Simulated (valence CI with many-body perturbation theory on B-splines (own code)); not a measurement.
**Br30+: what each term of the Hamiltonian does**

Calculated by valence CI with perturbative core correlation (CI+MBPT): three valence electrons over a frozen Dirac-Fock core [He], radial functions for each j: 11 s, 11 p, 9 d, 7 f, 5 g, 2 h, 1 i, with the one-electron correlation potential Σ1 (screened to all orders), the two-electron term Σ2, the three-electron term Σ3, Breit, model QED; selected single and double excitations, second order for the rest (own B-spline code, finite nucleus).

No measured spectrum was set against this ion. As an estimate, large intervals hold to a few tenths of a per cent, small ones and those within an open d or f shell to about a per cent.

Each rung adds one term. CI alone is the Dirac-Coulomb CI over the frozen core; QED comes last and gives the full result, which names the levels. Energies are above (2s^2 2p1/2) J=1/2 on the same rung, in eV.

Levels are named by their leading jj configuration (3d3/2^4 stands for four electrons in 3d with j = 3/2), which in mixed levels can hold well under half, so a name can repeat and another be missing. Letters in brackets count levels of one name in rising energy.

| Level | CI alone |
| --- | --- |
| (2s^2 2p3/2) J=3/2 | 55.2 |
| (2s 2p1/2^2) J=1/2 | 82.8 |
| (2s 2p1/2 2p3/2) J=3/2 [a] | 117.4 |
| (2s 2p1/2 2p3/2) J=5/2 | 134.9 |
| (2s 2p1/2 2p3/2) J=3/2 [b] | 168.0 |
| (2s 2p1/2 2p3/2) J=1/2 | 177.1 |
| (2s 2p3/2^2) J=5/2 | 193.7 |
| (2s 2p3/2^2) J=1/2 | 235.6 |
| (2s 2p3/2^2) J=3/2 | 237.9 |
| (2p1/2^2 2p3/2) J=3/2 | 266.9 |
| (2p1/2 2p3/2^2) J=3/2 | 308.8 |
| (2p1/2 2p3/2^2) J=5/2 | 321.4 |
| (2p1/2 2p3/2^2) J=1/2 | 344.2 |
| (2p3/2^3) J=3/2 | 385.9 |
| (2s^2 3s) J=1/2 | 1973.0 |
| (2s^2 3p1/2) J=1/2 | 2005.3 |

**Question.** What do these energies become with core correlation, Breit and QED?

**Answer.** (2s^2 2p3/2) J=3/2 54.0 (-1.22); (2s 2p1/2^2) J=1/2 82.6 (-0.25); (2s 2p1/2 2p3/2) J=3/2 [a] 116.2 (-1.19); (2s 2p1/2 2p3/2) J=5/2 132.6 (-2.31); (2s 2p1/2 2p3/2) J=3/2 [b] 166.1 (-1.86); (2s 2p1/2 2p3/2) J=1/2 176.0 (-1.15); (2s 2p3/2^2) J=5/2 190.9 (-2.75); (2s 2p3/2^2) J=1/2 233.7 (-1.96); (2s 2p3/2^2) J=3/2 235.0 (-2.91); (2p1/2^2 2p3/2) J=3/2 264.9 (-2.07); (2p1/2 2p3/2^2) J=3/2 306.0 (-2.77); (2p1/2 2p3/2^2) J=5/2 317.5 (-3.85); (2p1/2 2p3/2^2) J=1/2 341.7 (-2.50); (2p3/2^3) J=3/2 381.9 (-3.96); (2s^2 3s) J=1/2 1971.3 (-1.70); (2s^2 3p1/2) J=1/2 2003.6 (-1.71).

**Question.** How does the ionisation energy move along the ladder, and which term matters most?

**Answer.** CI alone 3526.6, + Σ1 3526.9, + Σ2 3526.9, + Σ3 3526.8, + Breit 3524.1, + QED 3524.2 eV. The largest step is Breit, -2.7 eV. NIST lists 3523.1 ± 2.2 eV (semi-empirical).
